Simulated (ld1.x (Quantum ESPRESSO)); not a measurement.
## Reading a pseudo-wave (Mg)

Columns: radius, all-electron u(r) and pseudo u(r) of the 3p shell (level -1.34 eV) of magnesium in the configuration [Ne] 3s2 3p0; PBE, non-relativistic, RRKJ scheme, ld1.x (Quantum ESPRESSO) 7.5.

```json
{"r (bohr)": "0.105", "all-electron": "0.0500", "pseudo": "-0.0022"}
{"r (bohr)": "0.210", "all-electron": "0.1144", "pseudo": "-0.0085"}
{"r (bohr)": "0.315", "all-electron": "0.1514", "pseudo": "-0.0185"}
{"r (bohr)": "0.420", "all-electron": "0.1599", "pseudo": "-0.0314"}
{"r (bohr)": "0.525", "all-electron": "0.1470", "pseudo": "-0.0463"}
{"r (bohr)": "0.630", "all-electron": "0.1202", "pseudo": "-0.0624"}
{"r (bohr)": "0.735", "all-electron": "0.0853", "pseudo": "-0.0790"}
{"r (bohr)": "0.840", "all-electron": "0.0460", "pseudo": "-0.0957"}
{"r (bohr)": "0.945", "all-electron": "0.0048", "pseudo": "-0.1125"}
{"r (bohr)": "1.050", "all-electron": "-0.0365", "pseudo": "-0.1296"}
{"r (bohr)": "1.155", "all-electron": "-0.0770", "pseudo": "-0.1474"}
{"r (bohr)": "1.260", "all-electron": "-0.1160", "pseudo": "-0.1663"}
{"r (bohr)": "1.365", "all-electron": "-0.1531", "pseudo": "-0.1866"}
{"r (bohr)": "1.470", "all-electron": "-0.1881", "pseudo": "-0.2086"}
{"r (bohr)": "1.575", "all-electron": "-0.2209", "pseudo": "-0.2321"}
{"r (bohr)": "1.680", "all-electron": "-0.2515", "pseudo": "-0.2567"}
{"r (bohr)": "1.785", "all-electron": "-0.2799", "pseudo": "-0.2819"}
{"r (bohr)": "1.890", "all-electron": "-0.3063", "pseudo": "-0.3068"}
{"r (bohr)": "1.995", "all-electron": "-0.3308", "pseudo": "-0.3308"}
{"r (bohr)": "2.100", "all-electron": "-0.3532", "pseudo": "-0.3532"}
{"r (bohr)": "2.205", "all-electron": "-0.3737", "pseudo": "-0.3737"}
{"r (bohr)": "2.310", "all-electron": "-0.3921", "pseudo": "-0.3921"}
{"r (bohr)": "2.415", "all-electron": "-0.4085", "pseudo": "-0.4085"}
{"r (bohr)": "2.520", "all-electron": "-0.4230", "pseudo": "-0.4230"}
{"r (bohr)": "2.625", "all-electron": "-0.4356", "pseudo": "-0.4356"}
{"r (bohr)": "2.730", "all-electron": "-0.4464", "pseudo": "-0.4464"}
```

Task: How many radial nodes do the two functions have?

Result: The all-electron 3p function has n − l − 1 = 1; the pseudo-wave has 0, since the states of the same l below it are removed with the core.

Task: At about which radius was the pseudo-wave matched?

Result: 2.10 bohr, where the columns begin to agree (steps of 0.10 bohr).

Task: Is the pseudo-wave norm-conserving?

Result: Yes: the RRKJ scheme keeps the norm inside the radius equal to the all-electron one, which fixes the energy derivative of the logarithmic derivative at the level.
